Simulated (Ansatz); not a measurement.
`C[Si](O)(F)Cl` + NH₃ → `C[Si](N)(F)Cl` + H₂O at 298.15 K and 1 bar (ligand exchange at the Si–O bond).

Computed with Ansatz on PBE0-D4/def2-TZVP structures; ΔE is electronic, products minus reactants. CCSD(T)/CBS adds triple-zeta CCSD(T) − MP2 to the extrapolated MP2 energy (def2 sets, frozen cores). This one scheme is used for every species. Each species was taken in one conformer, which may not be the lowest.

```tsv
species	CCSD(T)/CBS energy (Eh)	H − E (kJ/mol)	S (J/(mol·K))
`C[Si](O)(F)Cl`	-964.48585	168.8	345.4
NH₃	-56.50880	100.5	192.4
`C[Si](N)(F)Cl`	-944.59780	200.9	352.6
H₂O	-76.37941	66.4	188.7
```

H − E and S are ideal-gas, rigid-rotor, harmonic terms from PBE0-D4/def2-TZVP, for one conformer and one mirror image of each species. 1 Eh = 2625.50 kJ/mol, R = 8.31446 J/(mol·K).

Question: By hand: ΔE, ΔH, ΔS and ΔG.

Answer: ΔE = (-944.59780) + (-76.37941) − (-964.48585) − (-56.50880) = 0.01744 Eh = 45.8 kJ/mol. Δ(H − E) = 200.9 + 66.4 − 168.8 − 100.5 = -2.0, so ΔH = 43.8 kJ/mol. ΔS = 352.6 + 188.7 − 345.4 − 192.4 = 3.5 J/(mol·K). ΔG = 43.8 − 298.15 × (3.5)/1000 = 42.8 kJ/mol.

Question: By hand: the equilibrium constant, and the temperature at which ΔG would vanish if ΔH and ΔS stayed fixed.

Answer: log₁₀ K = −ΔG/(RT ln 10) = -7.5. ΔG = 0 at ΔH/ΔS = 12514 K, far beyond where these terms or the molecules hold.

The number of gas molecules stays the same, so ΔS is small and ΔH decides. A doubt of 5 kJ/mol in ΔE shifts log₁₀ K by 0.9 here. Other conformers and mirror images would add mixing entropy, several J/(mol·K) or more a flexible species. These are equilibria of isolated gas molecules and say nothing of rates. Largest T1 diagnostic: 0.010 (customary marks: 0.02 for closed shells, 0.045 for open ones).
